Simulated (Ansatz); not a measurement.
One change: `N#[C][Ga]([Cl])[Cl]` becomes `[Cl][Ga]([Cl])[Br]`.

Ansatz, PBE0-D4/def2-TZVP geometries, multiplicity 1. 

Scalar relativity is left out up to krypton. Spin–orbit coupling is left out; it splits and shifts lone-pair levels of the heavy atoms by tenths of an eV.

| property | `N#[C][Ga]([Cl])[Cl]` |
| --- | --- |
| LUMO energy (PBE/def2-TZVPP) / eV | -3.40 |
| size of the dipole moment (PBE/def2-TZVPP) / D | 2.05 |
| size of the dipole moment (ωB97M-V/def2-TZVPP) / D | 2.08 |
| zero-point energy (PBE0-D4/def2-TZVP) / kJ/mol | 27.6 |
| LUMO energy (PBE0/def2-TZVPP) / eV | -2.60 |
| HOMO–LUMO gap (PBE/def2-TZVPP) / eV | 5.01 |

(1) Give the same properties after the change, and the shifts. (An estimate is asked.)

Answers

(1) Ansatz gave: 
| property | `[Cl][Ga]([Cl])[Br]` | shift |
| --- | --- | --- |
| LUMO energy (PBE/def2-TZVPP) / eV | -2.96 | 0.44 |
| size of the dipole moment (PBE/def2-TZVPP) / D | 0.32 | -1.73 |
| size of the dipole moment (ωB97M-V/def2-TZVPP) / D | 0.28 | -1.80 |
| zero-point energy (PBE0-D4/def2-TZVP) / kJ/mol | 9.2 | -18.4 |
| LUMO energy (PBE0/def2-TZVPP) / eV | -2.04 | 0.56 |
| HOMO–LUMO gap (PBE/def2-TZVPP) / eV | 4.72 | -0.29 |

With PBE0 the HOMO rises by 0.83 eV and the LUMO rises by 0.56 eV, so the gap narrows by about 0.27 eV. PBE moves the HOMO by 0.72 eV and ωB97M-V by 0.88 eV. The zero-point energy changes by -18.4 kJ/mol with -3 modes. Dipoles are sizes alone; their direction can turn.
